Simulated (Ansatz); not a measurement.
Reaction (formal hydrolysis of a Zr–C bond): `[CH3][Zr]([CH3])([F])[F]` + H₂O → `[CH3][Zr]([OH])([F])[F]` + CH₄

Gas-phase electronic energies from Ansatz, PBE0-D4/def2-TZVP geometries. CCSD(T)/CBS is the MP2 limit (def2-TZVPP, def2-QZVPP) plus CCSD(T) − MP2 in def2-TZVPP, frozen cores. This one scheme is used for every species. DFT in def2-TZVPP. B3LYP here is the variant with VWN-RPA as its local correlation; programs differ in this. def2 core potentials past Kr. For Zr outer-core shells are correlated without core-valence functions, which leaves a few kJ/mol of doubt a bond. One conformer a species, not always the lowest.

CCSD(T)/CBS gives -186.3 kJ/mol.

Q: Another level gave -190.0 kJ/mol. Which?
A. PBE-QIDH/def2-TZVPP
B. PBE0-D4/def2-TZVPP
C. HF/def2-TZVPP
D. B3LYP/def2-TZVPP

A: A. PBE-QIDH -190.0, PBE0-D4 -184.6, HF/def2-TZVPP -201.8, B3LYP -195.9 kJ/mol.

Q: What do rigid-rotor, harmonic-oscillator terms from PBE0-D4/def2-TZVP frequencies (298.15 K, 1 bar) make of the CCSD(T)/CBS value? (An estimate is asked.)

A: Ansatz gave: ΔZPE = +5.4 kJ/mol, ΔH = -182.9 kJ/mol, ΔS = -31 J/(mol·K), ΔG = -173.8 kJ/mol. Modes under 50 cm⁻¹ make the entropy rough.

Largest T1 diagnostic among the species: 0.017.

In def2-TZVPP, CCSD(T) changes the Hartree–Fock value by +12.4 kJ/mol (the triples alone add +0.3 kJ/mol) and MP2 by +8.8 kJ/mol. At CCSD(T), def2-SVP lies −32.1 kJ/mol from the extrapolated value and def2-TZVPP −3.1 kJ/mol. Leaving LDA and LC-ωPBE aside and taking each functional with its dispersion term where it has one, the values, not all of them listed here, spread over 16.6 kJ/mol, from CAM-B3LYP-D4 to revPBE-D4.
